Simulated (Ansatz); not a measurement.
A search over several starts for the lowest SCF solution of SbBr3⁺ at the given spin, in a small basis.

```yaml
crystal:
  periodic: [false, false, false]
  atoms:
    - {symbol: Sb, position_ang: [-0.004382, 0.005067, 0.908470]}
    - {symbol: Br, position_ang: [2.221991, -0.030307, -0.292105]}
    - {symbol: Br, position_ang: [-1.083969, 1.935784, -0.318803]}
    - {symbol: Br, position_ang: [-1.133650, -1.910554, -0.297562]}
basis:
  gaussian: {orbitals: def2-SVP}
total_charge: 1
magnetization: {spin_polarized: true, initial_magnetization: 1}
hamiltonian: {xc: pbe0, dispersion: d4}
output: {orbitals: {seedname: orbitals}}
```

```sh
$ ansatz run in.yaml --threads 4 --pin off --events-out ev --progress --plain --max-ram 3916MiB
```

It prints (some lines left out):

```
Functional definition: PBE0
1243 factors; integrals over basis functions are off by at most 2.6e-4 eV
mean field evaluation 1: about -216617.8626 eV, gradient 1.8e1 eV
mean field evaluation 2: about -216612.0275 eV, gradient 3.7e1 eV
mean field evaluation 4: about -216620.4853 eV, gradient 1.4e0 eV
mean field evaluation 8: about -216620.5182 eV, gradient 6.5e-2 eV
mean field evaluation 16: about -216620.5182 eV, gradient 8.6e-5 eV
mean field evaluation 32: about -216620.3924 eV, gradient 9.5e-1 eV
mean field -216620.51823018 eV, -7960.6572142983 hartree, gradient 1.3e-5 eV, S^2 0.762706; 7 other end points of the search recorded, 0 dependent functions left out
reference -216620.51825388 eV, -7960.6572151690 hartree; 64, 63 occupied and 58, 59 virtual orbitals, 1243 factors
Total energy: -216620.70162457 eV, -7960.6639539178 hartree
```

Run time 5.5 s (4 threads of Intel Xeon 6975P-C on a shared host), peak host memory 0.61 GiB.

In the def2 sets Sb takes a core potential; there is no spin–orbit coupling.
